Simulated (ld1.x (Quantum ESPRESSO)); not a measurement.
Ranking RRKJ potentials for Li

All share these settings but for the change named:

Li, norm-conserving RRKJ (Kleinman–Bylander form), made with ld1.x (Quantum ESPRESSO) 7.5 (LDA (PZ), scalar-relativistic). Core [He], reference 2s0.5 2p0.5. Waves: 2p (bound): rc 4.20 bohr; 2s (bound): rc 3.15 bohr. Local part: the s channel. Core correction: none. rho0 = 0.01.

Test errors are all-electron minus pseudo excitation energies from the reference, over 2s1 2p0; 2s0.5 2p0; 2s0 2p1. None of these files shows a bound ghost.

The base gives 4.8 meV.

Of 8 variants that were run, those that failed, showed a ghost or another fault, or gave nearly equal values are left out.

A variant can come out equal or close to the base, since the largest error may sit in a test that the change hardly touches while other tests move.

**Question.** Rank these variants by their largest absolute test error, smallest first.
A. core correction a·sin(br)/r model core inside 2.28 bohr
B. core correction a·sin(br)/r model core inside 1.98 bohr
C. core correction a·sin(br)/r model core inside 1.56 bohr
D. core correction a·sin(br)/r model core inside 3.34 bohr

**Answer.** C (3.0 meV), B (3.4 meV), A (3.9 meV), D (4.7 meV).
